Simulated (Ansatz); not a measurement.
Wavefunction ladder for FH$_{4}$N$_{2}$STa, SMILES `[NH2][Ta]([NH2])([F])=[S]`

```xyz
9

N     1.1496   -0.4977   -1.1302
Ta    0.2708    0.4894    0.3237
N    -1.4895   -0.2762    0.7430
F     1.3523    0.3653    1.8619
S    -0.0346    2.5235   -0.3459
H     1.4279   -0.0971   -2.0136
H     1.3404   -1.4901   -1.1186
H    -1.6527   -1.2406    0.9976
H    -2.3642    0.2234    0.6822
```

Charge 0, multiplicity 1. Correlated methods include outer-core shells of Ta, which these sets cover unevenly. Ta: def2 effective core potential. All single points use the PBE0-D4/def2-TZVP geometry. It is one conformer, not always the lowest. Frozen core, restricted reference, Ansatz 0.2.0.

```json
{"basis": "def2-SVP", "HF (Eh)": "-664.48625", "MP2 corr.": "-0.95778"}
{"basis": "def2-TZVPP", "HF (Eh)": "-664.91331", "MP2 corr.": "-1.26567"}
{"basis": "def2-QZVPP", "HF (Eh)": "-664.93513", "MP2 corr.": "-1.38652"}
```

Problem. Estimate the CCSD correlation energy and the (T) correction in each basis where they were run (hartree).

Solution. 
```csv
basis,CCSD corr.,(T)
def2-SVP,-0.96373,-0.03795
def2-TZVPP,-1.26331,-0.06193
```
